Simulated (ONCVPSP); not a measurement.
**Configuration tests for nitrogen (ONCV)**

nitrogen (N), optimised norm-conserving Vanderbilt (ONCV), made with ONCVPSP 4.0.1 (PBE, fully relativistic). Core [He], reference 2s1.75 2p3.25. Waves: 2s: rc 0.90 bohr, ncon 4, nbas 8, qcut 5.8 1/bohr, local; 2p: rc 1.65 bohr, ncon 5, nbas 8, qcut 9.5 1/bohr, 2 projectors, debl 2.7 Ha. Local part: the s channel. Core correction: polynomial model core, fcfact 0.75.

Open shells are filled in proportion to 2j + 1.

Energies are relative to the spin-unpolarised reference configuration 2s1.75 2p3.25; without spin polarisation the order of configurations can differ from experiment.

(1) Give the all-electron excitation energy and the error of the potential for: 2s2 2p3; 2s2 2p2; 2s2 2p1; 2s2 2p2.5.

Levels in the configuration 2s2 2p2.5:

| level | all-electron (eV) | pseudo (eV) |
| --- | --- | --- |
| 2s j=1/2 | -25.120 | -25.118 |
| 2p j=3/2 | -13.436 | -13.417 |
| 2p j=1/2 | -13.458 | -13.439 |

Results:

(1)

```
valence configuration  charge  ΔE all-electron (eV)  error AE − PS (meV)
              2s2 2p3       0                -2.874                 +0.5
              2s2 2p2      +1                10.717                  +23
              2s2 2p1      +2                39.570                 +156
            2s2 2p2.5    +0.5                 2.219                 +5.6
```
